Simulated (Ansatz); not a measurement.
Computed with Ansatz on PBE0-D4/def2-TZVP structures; ΔE is electronic, products minus reactants. CBS: MP2 limit from def2 TZ/QZ plus the TZ coupled-cluster correction, frozen cores. DFT in def2-TZVPP. Each species was taken in one conformer, which may not be the lowest.

Reaction (isomerisation): `OC1[SiH2][Si]1(F)F` → `O=C[Si](F)(F)[SiH3]`

```json
{"level": "ωB97X-V", "ΔE (kcal/mol)": "-23.5"}
{"level": "MP2/def2-TZVPP", "ΔE (kcal/mol)": "-21.9"}
```

(1) What does CCSD(T)/CBS give? (Estimate.)

Largest T1 diagnostic among the species: 0.014.

Results:

(1) The calculation gave: -22.6 kcal/mol. The listed levels differ from it by -0.9, 0.7 kcal/mol.

In def2-TZVPP, CCSD(T) changes the Hartree–Fock value by +9.3 kcal/mol (the triples alone add +0.8 kcal/mol) and MP2 by +11.6 kcal/mol.
